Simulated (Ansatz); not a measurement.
Born–Oppenheimer molecular dynamics of CH$_{7}$ClSn (10 atoms, charge 0, multiplicity 1). It starts at the highest image of a converged band, a first-order saddle point between two minima.

All numbers below come from RKS r2SCANh/def2-SVP (Ansatz).

```
ensemble                      : NVE (velocity Verlet)
time step                     : 0.5 fs
steps asked                   : 200
starting velocities drawn for : 100 K
seed                          : 4520
```

Frames 2.5 fs apart, positions in Å, forces in eV/Å.

Velocities at 30 fs (Å/ps):

```
Sn -1.74 0.32 0.25
H 36.85 14.49 51.47
H -16.11 0.17 41.59
H 12.24 -5.33 -18.51
C -1.98 -0.59 -2.82
H -1.34 0.50 3.58
H 11.40 -5.56 7.08
H -4.21 -7.67 -9.73
Cl 4.26 -1.12 -3.44
H 39.98 12.57 50.21
```

```xyz
10
Properties=species:S:1:pos:R:3:forces:R:3 time_fs=30 energy_less_start_eV=-0.577 T=658
Sn -0.207 -0.005 -0.085 -1.44 -0.43 0.54
H 0.293 0.329 2.471 0.34 0.07 0.23
H 1.402 -0.325 0.438 -0.13 0.17 0.26
H -0.329 1.531 -0.769 0.01 0.14 -0.21
C -1.011 -1.831 -0.835 -0.81 0.49 -0.41
H -1.178 -2.440 0.057 -0.15 -0.03 0.14
H -1.992 -1.499 -1.245 0.41 -0.53 0.19
H -0.445 -2.413 -1.560 0.30 0.08 -0.26
Cl -2.600 0.157 1.242 1.67 0.00 -0.73
H -0.454 0.414 2.383 -0.21 0.04 0.25
10
Properties=species:S:1:pos:R:3:forces:R:3 time_fs=32.5 energy_less_start_eV=-0.718 T=794
Sn -0.211 -0.005 -0.085 -1.50 -0.37 0.55
H 0.393 0.367 2.606 -0.04 0.09 0.16
H 1.358 -0.320 0.548 -0.18 0.16 0.17
H -0.298 1.521 -0.821 0.02 0.01 -0.13
C -1.017 -1.832 -0.842 0.84 -0.49 0.09
H -1.185 -2.437 0.067 0.00 0.14 -0.23
H -1.965 -1.524 -1.227 -0.99 0.00 -0.43
H -0.450 -2.426 -1.586 -0.03 0.40 0.25
Cl -2.588 0.154 1.233 1.84 0.03 -0.69
H -0.359 0.447 2.516 0.04 0.02 0.26
10
Properties=species:S:1:pos:R:3:forces:R:3 time_fs=35 energy_less_start_eV=-0.871 T=943
Sn -0.217 -0.004 -0.084 -1.61 -0.23 0.51
H 0.492 0.411 2.751 -0.23 0.09 0.13
H 1.303 -0.304 0.669 -0.23 0.16 0.05
H -0.266 1.512 -0.881 0.03 -0.18 0.00
C -1.019 -1.835 -0.850 0.47 -0.27 0.00
H -1.191 -2.428 0.065 0.10 0.03 -0.21
H -1.987 -1.552 -1.231 -0.61 0.02 -0.32
H -0.454 -2.418 -1.601 0.01 0.29 0.27
Cl -2.573 0.151 1.223 1.92 0.08 -0.66
H -0.264 0.481 2.665 0.15 0.01 0.24
10
Properties=species:S:1:pos:R:3:forces:R:3 time_fs=37.5 energy_less_start_eV=-0.995 T=1063
Sn -0.223 -0.004 -0.082 -1.74 -0.14 0.48
H 0.581 0.461 2.904 0.20 0.05 0.16
H 1.234 -0.280 0.793 -0.26 0.14 -0.05
H -0.232 1.492 -0.941 0.03 -0.29 0.10
C -1.020 -1.839 -0.857 -1.15 0.67 -0.37
H -1.192 -2.419 0.051 0.10 -0.26 0.10
H -2.041 -1.580 -1.252 0.85 -0.20 0.22
H -0.457 -2.393 -1.602 0.34 -0.14 -0.17
Cl -2.555 0.148 1.211 1.93 0.13 -0.62
H -0.163 0.516 2.827 -0.31 0.05 0.15
10
Properties=species:S:1:pos:R:3:forces:R:3 time_fs=40 energy_less_start_eV=-1.124 T=1187
Sn -0.231 -0.003 -0.081 -1.87 -0.19 0.53
H 0.678 0.513 3.066 -0.10 0.05 0.12
H 1.150 -0.247 0.914 -0.23 0.11 -0.13
H -0.196 1.455 -0.995 0.03 -0.24 0.12
C -1.025 -1.840 -0.867 -0.93 0.55 -0.31
H -1.187 -2.423 0.042 0.14 -0.29 0.08
H -2.051 -1.617 -1.263 0.82 -0.03 0.18
H -0.441 -2.375 -1.610 0.28 -0.17 -0.13
Cl -2.533 0.146 1.198 1.84 0.18 -0.58
H -0.076 0.554 2.998 0.00 0.02 0.13
10
Properties=species:S:1:pos:R:3:forces:R:3 time_fs=42.5 energy_less_start_eV=-1.238 T=1297
Sn -0.239 -0.003 -0.079 -1.97 -0.36 0.62
H 0.770 0.569 3.235 -0.25 0.05 0.09
H 1.053 -0.208 1.028 -0.14 0.07 -0.18
H -0.158 1.405 -1.043 0.03 -0.05 0.06
C -1.034 -1.839 -0.877 1.06 -0.40 0.20
H -1.174 -2.443 0.036 0.18 -0.04 -0.26
H -2.020 -1.656 -1.266 -0.62 0.35 -0.38
H -0.410 -2.366 -1.625 -0.15 0.13 0.31
Cl -2.508 0.144 1.185 1.68 0.25 -0.55
H 0.010 0.593 3.177 0.17 0.01 0.10
10
Properties=species:S:1:pos:R:3:forces:R:3 time_fs=45 energy_less_start_eV=-1.320 T=1377
Sn -0.248 -0.003 -0.077 -2.03 -0.53 0.71
H 0.852 0.627 3.409 0.22 0.03 0.10
H 0.948 -0.164 1.130 -0.01 0.03 -0.20
H -0.118 1.351 -1.088 0.04 0.13 -0.02
C -1.039 -1.839 -0.887 1.51 -0.56 0.32
H -1.150 -2.467 0.016 0.06 0.05 -0.28
H -2.019 -1.676 -1.288 -0.74 0.37 -0.39
H -0.386 -2.350 -1.623 -0.23 0.15 0.24
Cl -2.480 0.142 1.171 1.44 0.32 -0.49
H 0.103 0.633 3.362 -0.27 0.01 0.03
10
Properties=species:S:1:pos:R:3:forces:R:3 time_fs=47.5 energy_less_start_eV=-1.380 T=1434
Sn -0.258 -0.003 -0.074 -1.94 -0.58 0.70
H 0.941 0.687 3.589 -0.07 0.02 0.06
H 0.843 -0.119 1.220 0.13 0.00 -0.23
H -0.075 1.305 -1.134 0.04 0.18 -0.02
C -1.037 -1.842 -0.896 -0.02 0.14 -0.17
H -1.124 -2.489 -0.019 -0.15 -0.10 0.09
H -2.054 -1.675 -1.330 0.74 0.08 0.30
H -0.374 -2.327 -1.610 0.12 -0.13 -0.34
Cl -2.450 0.141 1.155 1.12 0.39 -0.41
H 0.184 0.674 3.550 0.04 0.01 0.02
10
Properties=species:S:1:pos:R:3:forces:R:3 time_fs=50 energy_less_start_eV=-1.393 T=1447
Sn -0.269 -0.004 -0.072 -1.67 -0.51 0.57
H 1.028 0.748 3.772 -0.23 0.00 0.03
H 0.745 -0.073 1.297 0.24 -0.02 -0.29
H -0.031 1.269 -1.180 0.00 0.09 0.10
C -1.034 -1.844 -0.905 -0.08 0.23 -0.32
H -1.106 -2.516 -0.049 -0.27 -0.11 0.21
H -2.051 -1.669 -1.356 0.94 -0.02 0.46
H -0.357 -2.309 -1.615 0.15 -0.14 -0.47
Cl -2.418 0.141 1.139 0.70 0.46 -0.30
H 0.267 0.715 3.738 0.20 0.01 0.01
10
Properties=species:S:1:pos:R:3:forces:R:3 time_fs=52.5 energy_less_start_eV=-1.402 T=1456
Sn -0.281 -0.005 -0.068 -1.21 -0.44 0.37
H 1.105 0.809 3.958 0.24 0.02 0.04
H 0.661 -0.029 1.355 0.35 -0.05 -0.36
H 0.014 1.238 -1.220 -0.06 -0.02 0.25
C -1.032 -1.846 -0.915 1.69 -0.53 0.08
H -1.103 -2.549 -0.070 -0.23 0.17 -0.10
H -2.001 -1.662 -1.359 -0.42 0.18 -0.12
H -0.334 -2.299 -1.645 -0.28 0.14 0.01
Cl -2.385 0.141 1.123 0.18 0.53 -0.13
H 0.357 0.757 3.928 -0.25 -0.02 -0.02
10
Properties=species:S:1:pos:R:3:forces:R:3 time_fs=55 energy_less_start_eV=-1.369 T=1424
Sn -0.294 -0.006 -0.065 -0.61 -0.44 0.13
H 1.192 0.872 4.145 -0.06 0.00 0.01
H 0.598 0.012 1.392 0.45 -0.08 -0.39
H 0.055 1.206 -1.246 -0.12 -0.06 0.31
C -1.021 -1.850 -0.926 2.13 -0.67 0.20
H -1.114 -2.572 -0.095 -0.15 0.23 -0.19
H -1.971 -1.644 -1.368 -0.93 0.27 -0.34
H -0.325 -2.281 -1.676 -0.33 0.14 0.18
Cl -2.351 0.142 1.106 -0.43 0.60 0.09
H 0.438 0.798 4.116 0.05 0.01 -0.01
10
Properties=species:S:1:pos:R:3:forces:R:3 time_fs=57.5 energy_less_start_eV=-1.347 T=1402
Sn -0.306 -0.007 -0.062 0.09 -0.56 -0.13
H 1.276 0.934 4.333 -0.22 -0.03 0.00
H 0.562 0.049 1.406 0.54 -0.11 -0.35
H 0.090 1.172 -1.254 -0.16 0.02 0.25
C -1.000 -1.857 -0.935 0.14 0.28 -0.36
H -1.133 -2.583 -0.130 -0.07 -0.05 0.08
H -1.986 -1.613 -1.392 0.47 -0.07 0.29
H -0.333 -2.257 -1.699 0.12 -0.18 -0.18
Cl -2.319 0.144 1.089 -1.13 0.67 0.39
H 0.520 0.839 4.305 0.21 0.03 0.00
```

Of the whole run (100 fs, mean temperature of the second half 1358 K): The conserved energy stayed within 0.068 meV per atom of its start (net change 0.035 meV per atom), so the integration is sound. The kinetic energy rose, since the run started high on the potential surface and went downhill. It ends in pieces (CH5ClSn + H2), so much of that is their flight and rotation, not heat. A run of 0.1 ps of so small a system gives no equilibrium averages. The orbitals stay closed-shell, which can raise the energy where a bond breaks towards radicals; this wasn't checked here.

Run time: 14 min on 2 threads of Arm Neoverse V1, on a shared host, peak memory 0.22 GiB.
